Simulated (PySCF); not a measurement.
**Gas-phase thermal properties of Cu2**

Method: PySCF energies (xtb for GFN2) plus ideal-gas RRHO corrections (1 bar). 'Table' is the NASA 1993 thermochemical table (part measured, part estimated). 6-31G* has spherical d functions here. All species are closed-shell singlets. B3LYP is the form with VWN-RPA correlation. Cu: all electrons, no relativistic terms. The harmonic model lacks anharmonicity and excited electronic states, which grow with temperature; levels with a mode under 35 cm⁻¹ are left out. The table's entry may be an old estimate for Cu2 (not checked at source).

```json
[
 {"level": "table", "point group": "-", "σ": "-", "ZPE (kJ/mol)": "-", "S°298 (J/mol/K)": "241.7", "Cp298 (J/mol/K)": "36.6", "S°1000 (J/mol/K)": "287.0", "H1000 − H298 (kJ/mol)": "26.4"},
 {"level": "B3LYP/6-31G*", "point group": "D∞h", "σ": "2", "ZPE (kJ/mol)": "2.4", "S°298 (J/mol/K)": "237.3", "Cp298 (J/mol/K)": "35.3", "S°1000 (J/mol/K)": "281.5", "H1000 − H298 (kJ/mol)": "25.8"},
 {"level": "GFN2-xTB", "point group": "D∞h", "σ": "2", "ZPE (kJ/mol)": "1.7", "S°298 (J/mol/K)": "240.9", "Cp298 (J/mol/K)": "36.2", "S°1000 (J/mol/K)": "285.6", "H1000 − H298 (kJ/mol)": "26.0"},
 {"level": "HF/6-31G*", "point group": "D∞h", "σ": "2", "ZPE (kJ/mol)": "1.8", "S°298 (J/mol/K)": "240.0", "Cp298 (J/mol/K)": "36.1", "S°1000 (J/mol/K)": "284.6", "H1000 − H298 (kJ/mol)": "26.0"},
 {"level": "PBE/def2-SVP", "point group": "D∞h", "σ": "2", "ZPE (kJ/mol)": "1.7", "S°298 (J/mol/K)": "241.0", "Cp298 (J/mol/K)": "36.2", "S°1000 (J/mol/K)": "285.7", "H1000 − H298 (kJ/mol)": "26.0"},
 {"level": "PBE0/def2-TZVP", "point group": "D∞h", "σ": "2", "ZPE (kJ/mol)": "1.5", "S°298 (J/mol/K)": "242.6", "Cp298 (J/mol/K)": "36.5", "S°1000 (J/mol/K)": "287.4", "H1000 − H298 (kJ/mol)": "26.1"}
]
```
σ: rotational symmetry number. Electronic degeneracy used: 1. Frequencies are unscaled.
